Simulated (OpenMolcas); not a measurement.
Levels of Pr IV by method

- Program: OpenMolcas
- Basis: ANO-R2 [8s6p3d3f1g]
- Scalar Hamiltonian: X2C, finite nucleus
- Active space: 2 electrons in 14 orbitals (4f 5f)
- State averaging: 2S+1 = 3 even, 21 roots; 2S+1 = 1 even, 27 roots
- Spin-orbit coupling: state interaction with AMFI integrals over the reference wave functions, term energies averaged over their components

Methods on the same reference wave functions:
A. CASSCF
B. SS-CASPT2, IPEA 0.25 Eh, imaginary shift 0.1 Eh (closed shells correlated: 5s 5p)

Energies in cm-1 above 4f2 3H4, the measured ground level; measured values from Martin, Zalubas and Hagan, Atomic Energy Levels: The Rare-Earth Elements, NSRDS-NBS 60 (1978).

```tsv
Level	A	B	Measured
4f2 3H4	0.0	0.0	0.0
4f2 3H5	2306	2310	2152
4f2 3H6	4736	4740	4389
4f2 3F2	6731	5360	4997
4f2 3F3	8199	6850	6415
4f2 1D2	23069	20210	17334
4f2 1I6	27545	25910	22212
4f2 3P0	29074	25520	21390
4f2 3P1	29473	25920	22007
4f2 3P2	30666	27150	23161
```

Deviations, from unrounded energies. A percentage is the sum of absolute deviations over the sum of measured energies, with the sign that they share, or ± where signs differ.

```json
{"Against measurement": "mean absolute deviation (cm-1)", "Levels": "9", "A": "4200", "B": "2200"}
{"Against measurement": "fine structure of the ground term (%)", "Levels": "2", "A": "+7.7", "B": "+7.8"}
{"Against measurement": "other terms of the ground configuration (%)", "Levels": "7", "A": "+31.7", "B": "+16.5"}
```

B lies closest to measurement on these levels. The largest miss of B in the table is 4f2 3P0, by +4100 cm-1. The ranking rests on the paired levels alone, and a cruder setting can come out closer through cancelling errors.

From A to B the spin-free energies of the other terms of 4f2 shown, above 3H, scale by factors of 0.77 to 0.93, as is usual when dynamic correlation screens the repulsion within a d or f shell.

The lowest spin-free term lies below A's lowest term by 0.185 hartree in B.

CASPT2 breaks the degeneracy within a term, and the mean is taken; among the terms shown or strongly mixed into the levels shown the widest spread is 700 cm-1 (4f2 1I, B). Active for correlation alone: 5f; no level in the range computed is led by a configuration that fills it, so any true level of that kind is missing. Without dynamic correlation excited terms often stand tens of per cent too high (terms of higher spin than the ground term too low), and those without a measured partner can miss by more than the paired ones (holds for A). Some levels mix across a computed gap that differs much from the measured one, so their mixing is not that of the real levels (holds for A). The CASPT2 spread within a term exceeds the gap to the next term for 4f2 1I and 4f2 3P, so the order of their levels is uncertain (holds for B). Some terms miss by over 15 % even with CASPT2, which points to a basis or an active space too small for the shells correlated (holds for B). Measured partners are found by configuration, term and J. A level has none where our copy of the source lacks it or the pairing is in doubt (some pairs that miss far off the trend of their configuration count as doubtful), and it then counts in no deviation. Only configurations of the active space appear. Levels that lie high or do not pair safely by name in every column are left out.
